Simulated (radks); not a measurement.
Effect of the nuclear size on the magnesium ion Mg3+, [He] 2s2 2p5. Calculated with a radial shooting solver on a logarithmic mesh with Libxc functionals: Dirac Kohn-Sham, PBE, spin-unpolarised, spherical densities, finite nucleus; open shells fill j = l - 1/2 first; Fermi nuclear charge, rms radius 3.057 fm. The rms radius is varied about that value; shifts are against it.

rms radius (fm)  total energy shift (eV)  density at nucleus (e/bohr^3)  1s1/2 shift (meV)
2.6351                         -0.000682                           1165             -0.282
2.788                          -0.000446                           1165             -0.185
3.057                                  0                           1163              0.000
3.3413                          0.000516                           1162              0.213
3.6256                           0.00108                           1161              0.445

Slopes of the eigenvalues against <r^2> in GHz/fm^2, as finite differences over the two radii next to the reference (eigenvalue slopes, not the field-shift constants of lines): 1s1/2 28.4.
